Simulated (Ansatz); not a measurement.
The cluster Mo₂P₂, relaxed as a singlet with RKS r2SCAN-D4/def2-SVP in Ansatz, starting from the GFN1-xTB geometry. Force threshold 0.02 eV/Å.

In the def2 sets Mo takes a core potential; there is no spin–orbit coupling. The restricted singlet is unstable towards broken spin symmetry in Hartree–Fock (as tested in another run); at r2SCAN-D4/def2-SVP this wasn't settled. Another isomer (triplet) lies 1.16 eV lower at PBE0-D4/def2-TZVP; other spin states weren't run for this one.

Start:

Cartesian coordinates in Å:
```
Mo -1.186 0.289 1.412
Mo 0.880 1.130 0.424
P -0.746 -1.065 -0.478
P 1.051 -0.354 -1.358
```

```csv
step,energy (eV),largest force component (eV/Å),SCF passes
1,-22279.6410,4.173,72
2,-22280.7954,0.962,55
3,-22280.8782,0.284,49
4,-22280.9107,0.294,47
5,-22280.9288,0.082,47
6,-22280.9405,0.539,52
7 (rejected),-22280.9313,0.232,52
8,-22280.9815,0.474,48
9,-22281.1274,1.073,54
10,-22281.4035,0.722,55
11,-22281.4331,0.375,43
12 (rejected),-22281.4239,0.434,49
13,-22281.4548,0.062,49
14,-22281.4552,0.025,43
15,-22281.4552,0.003,44
```

Force components are those of the run's own axes.

End:

```xyz
4

Mo   -0.571    0.121    1.146
Mo    0.770    1.510    0.437
P    -1.092   -1.179   -0.751
P     0.893   -0.451   -0.831
```

Bonds lost: Mo2–P3 (atoms count from 1). Bonds formed: Mo1–P4 (atoms count from 1).

No frequencies were taken in this run, so the end may be a saddle point.

Hardware: 4 threads of Arm Neoverse V2 on a shared host. Wall time 62 s.
